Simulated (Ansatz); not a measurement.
Reaction (silylene formation by 1,1-elimination): `CO[SiH2]CC[Si](F)(F)F` → `CC[Si](F)(F)F` + `CO[SiH]`

Computed with Ansatz on PBE0-D4/def2-TZVP structures; ΔE is electronic, products minus reactants. CCSD(T)/CBS adds triple-zeta CCSD(T) − MP2 to the extrapolated MP2 energy (def2 sets, frozen cores). DFT in def2-TZVPP. B3LYP here is the variant with VWN-RPA as its local correlation; programs differ in this. One conformer a species, not always the lowest.

CCSD(T)/CBS gives +41.4 kcal/mol.

Q: Another level gave +34.3 kcal/mol. Which?
A. B2PLYP/def2-TZVPP
B. r2SCAN/def2-TZVPP
C. PBE-D4/def2-TZVPP
D. B3LYP/def2-TZVPP

A: D. B3LYP 34.3, r2SCAN 43.5, B2PLYP 38.0, PBE-D4 39.8 kcal/mol.

Largest T1 diagnostic among the species: 0.015.

The D4 term adds +5.4 kcal/mol with B3LYP and +3.1 kcal/mol with PBE0; it sums over pairs of atoms, weighted by their polarisabilities, and B3LYP, whose exchange is more repulsive, gets the larger term. In def2-TZVPP, CCSD(T) changes the Hartree–Fock value by +2.4 kcal/mol (the triples alone add +0.5 kcal/mol) and MP2 by +6.3 kcal/mol.
